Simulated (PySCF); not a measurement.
**How methods differ on the excitation energy of C**

C [He] 2s2 2p2 (3P) → C [He] 2s2 2p1 3s1 (3P), as a difference of total energies. Calculation: PySCF 2.14, in aug-cc-pVDZ; the non-relativistic Hamiltonian (point nucleus). Correlated levels: valence: 1s2 frozen. The calculations carry no spin-orbit coupling.

```tsv
method	excitation energy (cm⁻¹)
UHF	62161
LDA	65483
PBE0	64645
r2SCAN	66777
wB97M-V	64211
revPBE	64075
TPSSh	64691
MP2 (valence)	63287
SCS-MP2 (valence)	62640
```

Task: Estimate what PBE gives.

Result: 64404 cm⁻¹, closest to wB97M-V among the rows shown.

Task: Estimate what wB97X-V gives.

Result: 65371 cm⁻¹, closest to LDA among the rows shown.

Errors of the correlated levels include the incompleteness of this basis and the frozen core.

The promoted electron is Rydberg-like, and one or two diffuse shells describe it only roughly, which tends to raise the upper state.

For comparison: 60343 cm⁻¹ (measured; NIST levels, between the centres of gravity of the two terms).
